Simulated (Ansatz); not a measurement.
Consider the substitution at a C–C bond: `FCCC[SiH3]` + `SS` → `[SiH3]CCSS` + `CF`.

Computed with Ansatz on PBE0-D4/def2-TZVP structures; ΔE is electronic, products minus reactants. CBS: MP2 limit from def2 TZ/QZ plus the TZ coupled-cluster correction, frozen cores. This one scheme is used for every species. Functionals use def2-TZVPP. B3LYP here is the variant with VWN-RPA as its local correlation; programs differ in this. Each species was taken in one conformer, which may not be the lowest.

`FCCC[SiH3]`:

Z-matrix (Å, degrees):
```
C
C 1 1.508
F 1 1.386 2 110.3
H 1 1.095 2 111.2 3 -119.0
H 1 1.094 2 111.3 3 119.2
C 2 1.525 1 113.3 3 61.9
H 2 1.095 1 108.5 3 -61.0
H 2 1.096 1 107.5 3 -175.7
Si 6 1.876 2 113.6 1 -178.1
H 6 1.095 2 109.7 1 -56.6
H 6 1.096 2 110.2 1 60.1
H 9 1.490 6 110.3 2 -59.8
H 9 1.487 6 110.8 2 180.0
H 9 1.489 6 110.3 2 59.5
```

`SS`:

```xyz
4

S    -1.118   -0.035    0.118
S     0.773    0.636    0.513
H    -1.052   -0.047   -1.228
H     1.397   -0.555    0.597
```

`[SiH3]CCSS`:

Cartesian coordinates in Å:
```
Si -0.948 0.982 -1.218
C -0.847 -0.015 0.380
C 0.112 -1.190 0.333
S 1.779 -0.783 -0.256
S 2.401 0.681 1.019
H -2.221 1.754 -1.216
H 0.174 1.945 -1.355
H -0.951 0.066 -2.391
H -1.850 -0.381 0.628
H -0.560 0.665 1.188
H 0.193 -1.691 1.301
H -0.218 -1.937 -0.398
H 2.936 -0.095 1.984
```

`CF`:

Z-matrix (Å, degrees):
```
C
F 1 1.376
H 1 1.092 2 109.1
H 1 1.092 2 109.1 3 -120.0
H 1 1.092 2 109.1 3 120.0
```

CCSD(T)/CBS gives +1.5 kcal/mol.

Problem. Another level gave +2.1 kcal/mol. Which?
A. HF/def2-TZVPP
B. B3LYP/def2-TZVPP
C. CCSD(T)/def2-TZVPP
D. MP2/def2-TZVPP

Solution. C. CCSD(T)/def2-TZVPP 2.1, MP2/def2-TZVPP 0.3, B3LYP 3.7, HF/def2-TZVPP 5.7 kcal/mol.

Largest T1 diagnostic among the species: 0.011.

The D4 term adds −3.0 kcal/mol with B3LYP and −1.7 kcal/mol with PBE0; it sums over pairs of atoms, weighted by their polarisabilities, and B3LYP, whose exchange is more repulsive, gets the larger term. In def2-TZVPP, CCSD(T) changes the Hartree–Fock value by −3.6 kcal/mol (the triples alone add −1.1 kcal/mol) and MP2 by −5.4 kcal/mol.
